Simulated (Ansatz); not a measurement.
CH$_{8}$SSi$_{2}$, SMILES `[SiH3]CS[SiH3]`, 12 atoms. Total charge 0; spin multiplicity 1. All runs use 4 threads of an AMD EPYC 7B13 on a shared host. Correlated methods freeze the cores.

Problem. How many basis functions does each run have, and how long does it take in Ansatz? RKS ωB97M-V/def2-QZVPP energy; RKS r2SCANh-D4/def2-TZVPP energy; RHF-MP2/def2-QZVPP energy; RKS B3LYP-D4/def2-TZVPP energy and forces; RKS ωB97M-V/def2-SVP energy; RHF-CCSD(T)/def2-TZVPP energy; direct RPA on PBE orbitals/def2-TZVPP energy; RKS B2PLYP (frozen core)/def2-TZVPP energy; RKS PBE0-D4/def2-TZVP frequencies; RKS PBE0-D4/def2-TZVP relaxation (12 steps); RKS PBE0-D4/def2-TZVPP energy; RHF-CCSD(T)/def2-SVP energy. (Best estimate.)

Solution. The calculation gave: Other jobs shared the machine, so times are rough.

```json
{"level": "RHF-CCSD(T)/def2-SVP", "job": "energy", "functions": "108", "wall time": "2.8 s", "peak host memory (GiB)": "0.52"}
{"level": "RKS PBE0-D4/def2-TZVPP", "job": "energy", "functions": "269", "wall time": "3.2 s", "peak host memory (GiB)": "0.78"}
{"level": "RKS ωB97M-V/def2-SVP", "job": "energy", "functions": "108", "wall time": "3.6 s", "peak host memory (GiB)": "0.52"}
{"level": "direct RPA on PBE orbitals/def2-TZVPP", "job": "energy", "functions": "269", "wall time": "4.2 s", "peak host memory (GiB)": "0.66"}
{"level": "RKS r2SCANh-D4/def2-TZVPP", "job": "energy", "functions": "269", "wall time": "4.8 s", "peak host memory (GiB)": "0.8"}
{"level": "RKS B3LYP-D4/def2-TZVPP", "job": "energy and forces", "functions": "269", "wall time": "5.5 s", "peak host memory (GiB)": "0.87"}
{"level": "RKS B2PLYP (frozen core)/def2-TZVPP", "job": "energy", "functions": "269", "wall time": "6 s", "peak host memory (GiB)": "0.73"}
{"level": "RHF-MP2/def2-QZVPP", "job": "energy", "functions": "507", "wall time": "18 s", "peak host memory (GiB)": "3.3"}
{"level": "RKS ωB97M-V/def2-QZVPP", "job": "energy", "functions": "507", "wall time": "19 s", "peak host memory (GiB)": "2.5"}
{"level": "RKS PBE0-D4/def2-TZVP", "job": "relaxation (12 steps)", "functions": "190", "wall time": "38 s", "peak host memory (GiB)": "0.55"}
{"level": "RHF-CCSD(T)/def2-TZVPP", "job": "energy", "functions": "269", "wall time": "81 s", "peak host memory (GiB)": "6.2"}
{"level": "RKS PBE0-D4/def2-TZVP", "job": "frequencies", "functions": "190", "wall time": "2.1 min", "peak host memory (GiB)": "0.56"}
```

B3LYP here is the variant with VWN-RPA as its local correlation; programs differ in this.
